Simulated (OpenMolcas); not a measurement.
Ta4+ among 5 point charges of -2 e arranged as a trigonal bipyramid (D3h). The axial distance is 1.15 times the equatorial one, R.

| Property | Result |
| --- | --- |
| Program | OpenMolcas 26.06 |
| Method | CASSCF |
| Basis | ANO-RCC-VDZP [7s6p4d2f1g] |
| Scalar Hamiltonian | DKH2, point nucleus |
| Active space | 1 electron in 5 orbitals (5d) |
| State averaging | 2S+1 = 2 even, 5 roots |
| Spin-orbit coupling | RASSI with atomic mean-field integrals over the reference wave functions |

All point charges move together. At R = 2.04 Å the first state of the same spin is 4772 cm-1, and at R = 2.19 Å it is 4101 cm-1.

Question: A third run gives 3119 cm-1. What distance was it run at?

Answer: With a power law R^-n the two known points give n = -ln(4101 / 4772) / ln(2.19 / 2.04) = 2.14. Then R = 2.04 × (4772 / 3119)^(1/2.14) = 2.488 Å. The run was at 2.41 Å, so the estimate is off by +0.078 Å.

An orbital doublet at a regular site is open to a Jahn-Teller distortion, which this geometry leaves out. Point charges carry no covalency, so the field is a model and not that of real ligands. No measured value stands beside these numbers.
